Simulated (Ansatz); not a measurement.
Relaxation of `C[SiH](C)O[SiH](C)O[Si](C)(C)C` with charge -1 with UKS r2SCAN-D4/def2-SVP.

```sh
$ ansatz run in.yaml --threads 4 --pin off --events-out ev --progress --plain --max-ram 6963MiB
```

```yaml
crystal:
  periodic: [false, false, false]
  atoms:
    - {symbol: C, position_ang: [2.187306, 0.025832, -2.221580]}
    - {symbol: Si, position_ang: [2.255157, 0.338453, -0.380889]}
    - {symbol: C, position_ang: [3.979411, 0.074169, 0.292363]}
    - {symbol: O, position_ang: [1.206567, -0.732103, 0.359028]}
    - {symbol: Si, position_ang: [0.130475, -0.845776, 1.621748]}
    - {symbol: C, position_ang: [0.775321, 0.050320, 3.120423]}
    - {symbol: O, position_ang: [-1.313122, -0.166622, 1.182966]}
    - {symbol: Si, position_ang: [-2.217671, 0.013899, -0.222937]}
    - {symbol: C, position_ang: [-4.014938, 0.070895, 0.292936]}
    - {symbol: C, position_ang: [-1.880351, -1.440545, -1.359886]}
    - {symbol: C, position_ang: [-1.714551, 1.623610, -1.043416]}
    - {symbol: H, position_ang: [2.869288, 0.697859, -2.767999]}
    - {symbol: H, position_ang: [1.171052, 0.181351, -2.617913]}
    - {symbol: H, position_ang: [2.479839, -1.012926, -2.446608]}
    - {symbol: H, position_ang: [1.812809, 1.740740, -0.082645]}
    - {symbol: H, position_ang: [4.016180, 0.262262, 1.377563]}
    - {symbol: H, position_ang: [4.705475, 0.749475, -0.189829]}
    - {symbol: H, position_ang: [4.310555, -0.962672, 0.117855]}
    - {symbol: H, position_ang: [-0.059640, -2.300509, 1.881583]}
    - {symbol: H, position_ang: [0.931956, 1.117794, 2.892289]}
    - {symbol: H, position_ang: [0.058194, -0.011638, 3.954665]}
    - {symbol: H, position_ang: [1.732854, -0.375178, 3.461679]}
    - {symbol: H, position_ang: [-4.308356, -0.862401, 0.800999]}
    - {symbol: H, position_ang: [-4.681117, 0.207489, -0.574870]}
    - {symbol: H, position_ang: [-4.195866, 0.903454, 0.992605]}
    - {symbol: H, position_ang: [-2.185147, -2.391489, -0.891470]}
    - {symbol: H, position_ang: [-0.804465, -1.511929, -1.590866]}
    - {symbol: H, position_ang: [-2.427767, -1.346355, -2.312719]}
    - {symbol: H, position_ang: [-2.311076, 1.818127, -1.950424]}
    - {symbol: H, position_ang: [-1.856328, 2.474923, -0.357048]}
    - {symbol: H, position_ang: [-0.652035, 1.609472, -1.337635]}
basis:
  gaussian: {orbitals: def2-SVP}
total_charge: -1
magnetization: {spin_polarized: true, initial_magnetization: 1}
hamiltonian: {xc: r2scan, dispersion: d4}
scf: {lower_state_search: "off"}
output: {orbitals: {seedname: orbitals}}
relax: {f_tol: 0.03, max_steps: 70}
```

Hardware: 4 threads of Arm Neoverse V1 on a shared host. Wall time 6.9 min.

Positions (Å) and forces (eV/Å) at steps 1, 2, 3, 4, 5, 6, 7, 8, 9 of 23:

```xyz
31
step=1 energy=-34256.8821 eV
C     2.187    0.026   -2.222    0.187   -0.104    0.073
Si    2.255    0.338   -0.381   -0.173   -0.352   -0.005
C     3.979    0.074    0.292   -0.014   -0.119   -0.122
O     1.207   -0.732    0.359    0.067   -0.208    0.150
Si    0.130   -0.846    1.622    0.123    0.493   -0.516
C     0.775    0.050    3.120   -0.130   -0.001    0.062
O    -1.313   -0.167    1.183   -0.246   -0.118    0.252
Si   -2.218    0.014   -0.223    0.259    0.007   -0.133
C    -4.015    0.071    0.293   -0.018   -0.019    0.115
C    -1.880   -1.441   -1.360   -0.079   -0.035    0.111
C    -1.715    1.624   -1.043   -0.074   -0.007    0.104
H     2.869    0.698   -2.768    0.347    0.211   -0.183
H     1.171    0.181   -2.618   -0.323    0.033   -0.021
H     2.480   -1.013   -2.447   -0.023    0.018    0.005
H     1.813    1.741   -0.083    0.070    0.057   -0.008
H     4.016    0.262    1.378   -0.089    0.013    0.339
H     4.705    0.749   -0.190    0.304    0.197   -0.275
H     4.311   -0.963    0.118    0.000    0.046    0.027
H    -0.060   -2.301    1.882    0.005   -0.085    0.128
H     0.932    1.118    2.892    0.016   -0.069   -0.043
H     0.058   -0.012    3.955   -0.246    0.017    0.256
H     1.733   -0.375    3.462    0.296   -0.045   -0.001
H    -4.308   -0.862    0.801   -0.003   -0.173    0.064
H    -4.681    0.207   -0.575   -0.088    0.041   -0.268
H    -4.196    0.903    0.993    0.014    0.162    0.101
H    -2.185   -2.391   -0.891   -0.101   -0.156    0.137
H    -0.804   -1.512   -1.591    0.178    0.076   -0.039
H    -2.428   -1.346   -2.313   -0.161    0.118   -0.235
H    -2.311    1.818   -1.950   -0.188   -0.039   -0.231
H    -1.856    2.475   -0.357   -0.053    0.141    0.198
H    -0.652    1.609   -1.338    0.145   -0.100   -0.042
31
step=2 energy=-34257.0022 eV
C     2.299    0.035   -2.243    0.062   -0.091   -0.051
Si    2.332    0.294   -0.390   -0.110    0.021   -0.083
C     4.061    0.066    0.295    0.044   -0.119    0.060
O     1.244   -0.736    0.359    0.095   -0.127    0.141
Si    0.143   -0.805    1.607    0.114    0.098   -0.281
C     0.755    0.054    3.147   -0.021    0.096    0.057
O    -1.326   -0.167    1.178   -0.244   -0.069    0.099
Si   -2.252    0.002   -0.218    0.196    0.054   -0.002
C    -4.049    0.057    0.310   -0.070   -0.035    0.135
C    -1.965   -1.447   -1.376   -0.027   -0.030    0.019
C    -1.808    1.626   -1.044   -0.043    0.029   -0.004
H     3.055    0.672   -2.759    0.104    0.000   -0.001
H     1.291    0.275   -2.648   -0.005   -0.015    0.046
H     2.515   -1.021   -2.485   -0.042    0.109   -0.048
H     1.929    1.713   -0.104   -0.008    0.036    0.012
H     4.079    0.308    1.378   -0.008   -0.013   -0.005
H     4.799    0.712   -0.233    0.054    0.026   -0.077
H     4.388   -0.981    0.180    0.052    0.066    0.050
H    -0.035   -2.257    1.915   -0.029   -0.061    0.024
H     0.896    1.125    2.932    0.021    0.008    0.045
H     0.031   -0.033    3.984   -0.046   -0.007    0.039
H     1.732   -0.356    3.471    0.018    0.000   -0.036
H    -4.337   -0.884    0.814   -0.020    0.006    0.001
H    -4.706    0.198   -0.572   -0.013    0.010   -0.069
H    -4.223    0.896    1.010   -0.006   -0.005   -0.004
H    -2.271   -2.402   -0.904   -0.006    0.003    0.011
H    -0.892   -1.512   -1.641    0.020    0.019   -0.015
H    -2.546   -1.319   -2.313   -0.056    0.044   -0.040
H    -2.447    1.801   -1.935   -0.057   -0.016   -0.031
H    -1.940    2.472   -0.340   -0.005   -0.014    0.015
H    -0.752    1.613   -1.376    0.038   -0.023   -0.008
31
step=3 energy=-34257.0509 eV
C     2.405    0.033   -2.257    0.011   -0.004   -0.148
Si    2.395    0.264   -0.396   -0.032    0.067   -0.133
C     4.128    0.047    0.302    0.082   -0.029    0.109
O     1.286   -0.744    0.362    0.082   -0.088    0.159
Si    0.157   -0.783    1.590    0.048    0.007   -0.151
C     0.731    0.082    3.151    0.028    0.048    0.043
O    -1.340   -0.185    1.178   -0.209   -0.031   -0.047
Si   -2.284   -0.005   -0.204    0.127    0.024    0.052
C    -4.081    0.033    0.344   -0.037    0.000    0.025
C    -2.037   -1.434   -1.398   -0.011   -0.013   -0.072
C    -1.881    1.622   -1.045   -0.056    0.038   -0.028
H     3.241    0.620   -2.731   -0.142   -0.146    0.086
H     1.420    0.369   -2.672    0.199   -0.053    0.073
H     2.530   -1.031   -2.536   -0.017    0.206    0.008
H     2.004    1.691   -0.115    0.002   -0.018    0.000
H     4.141    0.355    1.373    0.043   -0.022   -0.150
H     4.867    0.663   -0.273   -0.089   -0.080    0.088
H     4.469   -1.002    0.259   -0.006    0.101    0.010
H    -0.017   -2.237    1.922    0.007    0.019    0.002
H     0.856    1.162    2.968   -0.016   -0.020    0.016
H     0.004   -0.042    3.986    0.075   -0.005   -0.074
H     1.720   -0.315    3.461   -0.075    0.015    0.011
H    -4.374   -0.912    0.839   -0.001    0.045   -0.016
H    -4.730    0.182   -0.546    0.013   -0.006    0.056
H    -4.259    0.869    1.048   -0.015   -0.043   -0.026
H    -2.319   -2.399   -0.930    0.027    0.050   -0.061
H    -0.974   -1.482   -1.715   -0.096    0.009    0.020
H    -2.667   -1.275   -2.306    0.047   -0.031    0.106
H    -2.566    1.787   -1.910    0.040   -0.003    0.089
H    -1.988    2.463   -0.330    0.017   -0.034   -0.074
H    -0.836    1.605   -1.421   -0.046   -0.004    0.026
31
step=4 energy=-34257.0786 eV
C     2.525    0.023   -2.269    0.044    0.030   -0.210
Si    2.466    0.232   -0.404   -0.078    0.111   -0.055
C     4.187    0.023    0.338    0.116   -0.007    0.065
O     1.338   -0.757    0.359    0.118   -0.043    0.111
Si    0.172   -0.762    1.556   -0.002   -0.038   -0.081
C     0.715    0.117    3.125    0.029    0.040    0.033
O    -1.352   -0.204    1.158   -0.084   -0.044   -0.075
Si   -2.324   -0.012   -0.200    0.022    0.053    0.102
C    -4.112    0.006    0.395   -0.026   -0.012   -0.035
C    -2.114   -1.416   -1.432    0.009   -0.004   -0.145
C    -1.977    1.629   -1.040   -0.016    0.027   -0.094
H     3.423    0.552   -2.705   -0.247   -0.165    0.116
H     1.578    0.441   -2.705    0.236   -0.098    0.123
H     2.577   -1.040   -2.574   -0.003    0.200    0.031
H     2.085    1.665   -0.132   -0.010   -0.009   -0.008
H     4.199    0.382    1.393    0.013   -0.041   -0.177
H     4.935    0.609   -0.255   -0.121   -0.090    0.125
H     4.533   -1.026    0.348   -0.022    0.080   -0.001
H     0.014   -2.212    1.922   -0.008    0.021   -0.022
H     0.819    1.201    2.954   -0.012   -0.008    0.016
H    -0.017   -0.030    3.950    0.080    0.009   -0.094
H     1.706   -0.263    3.449   -0.087    0.015   -0.008
H    -4.390   -0.947    0.882   -0.003    0.034   -0.008
H    -4.781    0.161   -0.481    0.028   -0.018    0.082
H    -4.287    0.830    1.111    0.008   -0.039   -0.018
H    -2.336   -2.402   -0.976    0.034    0.103   -0.067
H    -1.070   -1.421   -1.819   -0.156    0.003    0.061
H    -2.808   -1.254   -2.295    0.108   -0.057    0.153
H    -2.710    1.796   -1.866    0.091   -0.003    0.117
H    -2.044    2.470   -0.320    0.012   -0.067   -0.072
H    -0.950    1.609   -1.468   -0.071    0.018    0.035
31
step=5 energy=-34257.0992 eV
C     2.612    0.008   -2.263    0.005    0.078   -0.210
Si    2.506    0.230   -0.402   -0.093    0.079   -0.062
C     4.216   -0.009    0.365    0.068    0.043    0.082
O     1.382   -0.765    0.360    0.124   -0.058    0.112
Si    0.182   -0.758    1.524   -0.069    0.051   -0.097
C     0.700    0.165    3.080    0.033   -0.035    0.020
O    -1.358   -0.226    1.135    0.030   -0.056   -0.061
Si   -2.356   -0.011   -0.197    0.011   -0.005   -0.007
C    -4.129   -0.037    0.448   -0.011    0.050   -0.053
C    -2.162   -1.379   -1.470    0.019   -0.077   -0.133
C    -2.033    1.636   -1.035   -0.071    0.062   -0.032
H     3.540    0.497   -2.678   -0.234   -0.128    0.102
H     1.692    0.467   -2.711    0.209   -0.121    0.097
H     2.624   -1.054   -2.573   -0.008    0.158    0.051
H     2.123    1.664   -0.142    0.032   -0.027   -0.005
H     4.222    0.362    1.412    0.021   -0.050   -0.117
H     4.978    0.561   -0.218   -0.089   -0.065    0.085
H     4.548   -1.062    0.389   -0.043    0.054   -0.007
H     0.032   -2.204    1.908    0.008    0.032    0.005
H     0.789    1.248    2.897   -0.009   -0.015   -0.016
H    -0.040    0.019    3.895    0.043    0.013   -0.052
H     1.687   -0.199    3.427   -0.057    0.022   -0.005
H    -4.381   -1.002    0.926    0.025    0.020   -0.013
H    -4.831    0.126   -0.399    0.037   -0.016    0.069
H    -4.294    0.768    1.187    0.000   -0.025   -0.008
H    -2.319   -2.384   -1.025    0.029    0.121   -0.083
H    -1.138   -1.335   -1.908   -0.179    0.002    0.086
H    -2.907   -1.231   -2.292    0.130   -0.046    0.155
H    -2.796    1.817   -1.830    0.082   -0.010    0.100
H    -2.067    2.471   -0.308    0.009   -0.027   -0.059
H    -1.022    1.615   -1.500   -0.051   -0.023    0.057
31
step=6 energy=-34257.1187 eV
C     2.695   -0.023   -2.256    0.029    0.103   -0.151
Si    2.551    0.238   -0.405   -0.165    0.048    0.067
C     4.232   -0.045    0.417    0.053    0.023   -0.073
O     1.461   -0.785    0.367    0.037   -0.110    0.129
Si    0.205   -0.761    1.472   -0.091    0.154   -0.095
C     0.681    0.235    3.001    0.040   -0.053   -0.015
O    -1.353   -0.272    1.081    0.156   -0.089   -0.023
Si   -2.383   -0.019   -0.215   -0.084    0.063    0.065
C    -4.129   -0.085    0.511   -0.046   -0.023   -0.064
C    -2.208   -1.344   -1.539    0.057   -0.143   -0.175
C    -2.114    1.664   -1.000    0.004    0.007   -0.081
H     3.649    0.411   -2.659   -0.168   -0.059    0.041
H     1.803    0.464   -2.723    0.133   -0.098    0.071
H     2.661   -1.087   -2.548   -0.006    0.077    0.065
H     2.177    1.673   -0.155    0.055   -0.022   -0.024
H     4.231    0.322    1.460   -0.035   -0.006   -0.002
H     5.025    0.500   -0.136    0.010   -0.016    0.023
H     4.528   -1.107    0.447   -0.037    0.012   -0.017
H     0.074   -2.195    1.901    0.008    0.019    0.010
H     0.754    1.311    2.773    0.011   -0.040   -0.017
H    -0.078    0.113    3.797   -0.019    0.008    0.005
H     1.660   -0.100    3.397   -0.041    0.032   -0.030
H    -4.332   -1.070    0.973   -0.004    0.042   -0.038
H    -4.886    0.091   -0.285    0.086   -0.037    0.089
H    -4.272    0.688    1.290    0.049   -0.034   -0.052
H    -2.269   -2.374   -1.118    0.011    0.289   -0.118
H    -1.214   -1.221   -2.040   -0.298   -0.025    0.169
H    -3.019   -1.219   -2.302    0.193   -0.056    0.159
H    -2.903    1.870   -1.760    0.093   -0.027    0.059
H    -2.115    2.482   -0.256   -0.003   -0.056   -0.005
H    -1.114    1.641   -1.492   -0.029    0.018    0.028
31
step=7 energy=-34257.1381 eV
C     2.672   -0.033   -2.241   -0.022    0.060   -0.126
Si    2.533    0.252   -0.393   -0.108    0.090   -0.046
C     4.225   -0.048    0.404    0.012   -0.012   -0.040
O     1.487   -0.801    0.398    0.028   -0.129    0.147
Si    0.208   -0.768    1.476   -0.036    0.143   -0.056
C     0.670    0.264    2.985    0.034   -0.012   -0.017
O    -1.348   -0.297    1.071    0.097   -0.086   -0.029
Si   -2.379   -0.019   -0.218   -0.044   -0.026   -0.033
C    -4.122   -0.118    0.513   -0.048    0.075   -0.030
C    -2.210   -1.318   -1.567    0.118   -0.196   -0.152
C    -2.086    1.670   -0.983   -0.076    0.023    0.022
H     3.616    0.390   -2.665   -0.081   -0.022    0.027
H     1.776    0.432   -2.710    0.092   -0.059    0.026
H     2.638   -1.105   -2.497   -0.001    0.028    0.032
H     2.177    1.690   -0.150    0.056   -0.015    0.013
H     4.224    0.297    1.453   -0.004    0.000    0.055
H     5.029    0.493   -0.132   -0.008    0.001   -0.009
H     4.497   -1.117    0.415   -0.013    0.009   -0.006
H     0.088   -2.195    1.929   -0.010    0.011    0.010
H     0.746    1.332    2.719    0.009   -0.059    0.011
H    -0.100    0.170    3.774   -0.013    0.010    0.006
H     1.643   -0.057    3.403   -0.054    0.028   -0.039
H    -4.315   -1.113    0.959    0.031    0.063   -0.050
H    -4.890    0.068   -0.269    0.105   -0.028    0.089
H    -4.254    0.640    1.308    0.002   -0.052   -0.052
H    -2.236   -2.354   -1.158    0.004    0.302   -0.129
H    -1.227   -1.161   -2.080   -0.289   -0.064    0.163
H    -3.035   -1.209   -2.316    0.179   -0.024    0.153
H    -2.856    1.894   -1.755    0.067   -0.017    0.045
H    -2.097    2.473   -0.223   -0.006   -0.015   -0.017
H    -1.074    1.649   -1.450   -0.023   -0.025    0.033
31
step=8 energy=-34257.1876 eV
C     2.595   -0.062   -2.220   -0.104   -0.052   -0.106
Si    2.469    0.281   -0.377   -0.317    0.128   -0.155
C     4.193   -0.053    0.351    0.005   -0.133    0.054
O     1.549   -0.849    0.486   -0.124   -0.247    0.347
Si    0.222   -0.787    1.504    0.275    0.125   -0.041
C     0.631    0.337    2.965   -0.014    0.085    0.004
O    -1.330   -0.375    1.050   -0.124   -0.086   -0.157
Si   -2.352   -0.042   -0.233    0.116    0.093    0.007
C    -4.093   -0.159    0.493   -0.060   -0.001    0.028
C    -2.174   -1.284   -1.634    0.118   -0.188   -0.031
C    -2.032    1.682   -0.904    0.000    0.036    0.007
H     3.519    0.346   -2.685    0.107    0.005   -0.051
H     1.695    0.346   -2.710    0.056    0.003   -0.046
H     2.576   -1.154   -2.391    0.028    0.076    0.009
H     2.183    1.727   -0.114    0.150    0.091    0.026
H     4.209    0.230    1.417    0.041   -0.005    0.033
H     5.001    0.500   -0.164   -0.017    0.011   -0.023
H     4.432   -1.132    0.300    0.019    0.088    0.003
H     0.114   -2.197    2.015   -0.027    0.032    0.033
H     0.723    1.387    2.622   -0.001   -0.191    0.065
H    -0.165    0.307    3.737    0.076   -0.005   -0.074
H     1.591    0.042    3.432   -0.102    0.043   -0.048
H    -4.282   -1.175    0.892    0.007    0.115   -0.038
H    -4.865    0.061   -0.275    0.092   -0.015    0.084
H    -4.216    0.563    1.325    0.003   -0.097   -0.107
H    -2.166   -2.330   -1.254   -0.014    0.221   -0.091
H    -1.200   -1.094   -2.144   -0.212   -0.043    0.126
H    -3.006   -1.183   -2.368    0.106    0.012    0.075
H    -2.741    1.944   -1.722    0.082   -0.013    0.111
H    -2.097    2.445   -0.102   -0.023   -0.054   -0.102
H    -0.984    1.677   -1.292   -0.140   -0.034    0.060
31
step=9 energy=-34257.3236 eV
C     2.544   -0.083   -2.218   -0.077   -0.358   -0.189
Si    2.361    0.313   -0.379   -0.470    0.165    0.170
C     4.121   -0.069    0.278    0.135   -0.343    0.194
O     1.628   -0.918    0.610   -0.651   -0.255    0.384
Si    0.242   -0.807    1.545    0.892    0.048    0.199
C     0.579    0.425    2.950   -0.138    0.223   -0.072
O    -1.310   -0.477    1.025   -0.248   -0.017   -0.449
Si   -2.321   -0.063   -0.244    0.205    0.020    0.171
C    -4.061   -0.224    0.473   -0.092    0.029    0.123
C    -2.147   -1.246   -1.699    0.209   -0.059    0.076
C    -1.986    1.700   -0.813    0.153    0.040   -0.033
H     3.484    0.271   -2.691    0.101   -0.011   -0.009
H     1.678    0.285   -2.784   -0.002    0.040   -0.133
H     2.524   -1.195   -2.293    0.034    0.304   -0.039
H     2.299    1.795   -0.066    0.191    0.244   -0.050
H     4.175    0.144    1.365    0.007   -0.017   -0.103
H     4.928    0.501   -0.214    0.018    0.053   -0.074
H     4.342   -1.153    0.159    0.014    0.232    0.021
H     0.137   -2.184    2.157   -0.090    0.097   -0.021
H     0.691    1.449    2.520    0.010   -0.385    0.196
H    -0.248    0.463    3.695    0.208   -0.044   -0.208
H     1.521    0.165    3.478   -0.192    0.078   -0.137
H    -4.251   -1.260    0.821    0.039    0.203   -0.064
H    -4.837    0.039   -0.274    0.077   -0.020    0.098
H    -4.173    0.454    1.345   -0.023   -0.155   -0.176
H    -2.109   -2.300   -1.357   -0.028    0.177   -0.057
H    -1.184   -1.018   -2.202   -0.164   -0.087    0.028
H    -2.983   -1.139   -2.420    0.088    0.025    0.023
H    -2.630    2.002   -1.676    0.198   -0.055    0.311
H    -2.112    2.422    0.026    0.002   -0.175   -0.303
H    -0.903    1.710   -1.119   -0.407    0.003    0.121
```

The highest occupied level of the relaxed charge -1 doublet lies above zero (up to 1.55 eV). By energy differences it is unbound by 1.44 eV (each at its own geometry, against the charge 0 singlet, at PBE0-D4/def2-SVP) and held by the finite basis.
